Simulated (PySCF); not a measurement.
The numbers are results of PBE-D3(BJ)/def2-TZVP // CAM-B3LYP-D3(BJ)/def2-SVP (PySCF), not measurements. Gas-phase values, no solvent. One relaxed conformer stands for a flexible species; it need not be the lowest. Excitations are Tamm–Dancoff values on a coarser integration grid. The basis has no diffuse functions, so Rydberg states are missing or too high.

Reference species (SMILES): `C[O][Sn]([Br])([Br])[O]C` (C–O–Sn–Br torsion -174°, Br–Sn–O–C torsion 65°) (neutral, multiplicity 1).

```
Property                  Result
----------------------  --------
S1 oscillator strength     0.005
LUMO                    -3.52 eV
S1–T1 gap (TDA)          0.26 eV
```

Changed species: `C[O][Sn]([Br])([Br])[Br]` (C–O–Sn–Br torsion 61°) (1 of 4 Br replaced by OCH3; the reference has 2 of 4 Br replaced by OCH3).

Question: What does the change do to the S1 oscillator strength, LUMO and S1–T1 gap (TDA)?

Answer: the S1 oscillator strength hardly moves; the LUMO drops by 0.45 eV, to -3.97 eV; the S1–T1 gap (TDA) decreases by 0.02 eV, to 0.24 eV.
